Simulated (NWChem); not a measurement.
AuH3O2; SMILES [OH2]->[Au][OH]

```xyz
6

Au     0.0093    -0.0458    -0.0009
O     -0.1049    -1.9945     0.0088
H      0.8231    -2.2988    -0.0632
O      0.0280     2.1232    -0.0026
H     -0.3984     2.4432     0.8178
H     -0.5416     2.4454    -0.7299
```
Atoms are numbered in this order, from 1.

Computed with NWChem. Medium grid unless said otherwise, to which SCAN and Minnesota functionals are sensitive. All runs use the structure optimised with PBE-D3(BJ)/def2-SVP. def2 effective core potentials on Au; no spin-orbit coupling.

For level M06-L/def2-SVP:

- highest occupied level (eV): -4.88
- orbital gap (eV): 3.58
- dipole (D): 5.77

What are these values for level RPBE/def2-SVP?


- highest occupied level (eV): -4.74
- orbital gap (eV): 2.93
- dipole (D): 5.47
